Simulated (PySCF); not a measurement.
How the method changes the constants of AgF

State: ¹Σ⁺ (singlet), closed shell. Set-up: PySCF, scalar-relativistic core potentials, basis sets Ag def2-TZVPP with ECP28, F def2-TZVPP. De refers to Ag (4d10 5s1) + F in their high-spin ground configurations, without counterpoise correction. A positive dipole means Ag(−)F(+).

```csv
Level,Re (Å),ωe (cm⁻¹),De (eV),μ (D)
RHF,2.026,492,n/a,-7.17
RHF-MP2,1.966,525,n/a,n/a
RHF-SCS-MP2,1.980,515,n/a,n/a
RHF-CCSD,1.984,514,3.11,n/a
RHF-CCSD(T),1.981,513,3.23,n/a
PBE,1.987,487,3.58,-5.04
PW91,1.984,490,3.60,-5.04
BLYP,2.002,476,3.48,-5.02
r²SCAN,1.970,510,3.42,-5.35
B3LYP,1.992,496,3.26,-5.58
PBE0,1.981,506,3.22,-5.72
BHandHLYP,1.990,512,2.88,-6.26
ωB97X,1.988,512,3.61,-5.99
```

Task: Which functional lies closest to RHF-CCSD(T) in De, which farthest, and by how much do they differ from it?

Result: Closest is PBE0 (+0.0 pm in Re, -1.4 % in ωe, -0.01 eV in De against RHF-CCSD(T) in the same basis), farthest ωB97X (+0.7 pm in Re, -0.2 % in ωe, +0.38 eV in De). CCSD(T) converges more slowly with the basis than the functionals do and binds too weakly in this one, so the order can change at the basis-set limit.

Task: What does a quarter of exact exchange do here, going from PBE to PBE0?

Result: PBE0 less PBE: -0.6 pm in Re, +3.9 % in ωe, -0.36 eV in De. Exact exchange removes part of the self-interaction that spreads semilocal densities, and in most molecules shortens and stiffens the bond and lowers De; so it does here.

Task: What does the step from GGA to meta-GGA do here, going from PBE to r²SCAN?

Result: r²SCAN less PBE: -1.7 pm in Re, +4.7 % in ωe, -0.16 eV in De. 

Correlated steps freeze 1 core orbital. These are scalar-relativistic numbers at best; spin–orbit coupling would shift them, the dissociation energy most. Where the molecule has an RHF reference, its open-shell atoms are computed with UHF. The CCSD T1 diagnostic is raised, a sign that a single reference may not be enough here.

The whole job (state search and all levels along the bond) took about 12 min on 1 thread of Arm Neoverse V1 (shared host), peak memory 2 GiB.
